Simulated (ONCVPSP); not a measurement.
Configuration tests for chromium (Cr) (ONCV)

ONCVPSP 4.0.1 input, shortened (lines: element, Z, core and valence counts, functional; n l f; lmax; l rc ep ncon nbas qcut; lloc lpopt rc5 dvloc0; l nproj debl; icmod fcfact rcfact), PBE, scalar-relativistic:

```
  Cr 24.00    3    4        4      upf
    1    0    2.00
    2    0    2.00
    2    1    6.00
    3    0    2.00
    3    1    6.00
    3    2    5.00
    4    0    0.50
    2
    0    1.60    0.00    3    8    7.70
    1    1.55    0.00    4    8    9.50
    2    1.90    0.00    4    8    8.60
    4    5    1.50    1.00
    0    2    1.60
    1    2    2.00
    2    2    3.80
    1    0.45    0.00
```

Energies are relative to the spin-unpolarised reference configuration 3s2 3p6 3d5 4s0.5; without spin polarisation the order of configurations can differ from experiment.

| valence configuration | charge | ΔE all-electron (eV) | error AE − PS (meV) |
| --- | --- | --- | --- |
| 3s2 3p6 3d5 4s0 | +1 | 4.194 | +1.0 |
| 3s2 3p6 3d4 4s0 | +2 | 20.247 | +14 |
| 3s2 3p6 3d4 4s2 | 0 | -2.807 | +46 |

(1) What are ΔE and the potential's error for 3s2 3p6 3d5 4s1?

Answers

(1) ΔE = -2.707 eV all-electron; the error (AE − PS) is +1.0 meV.
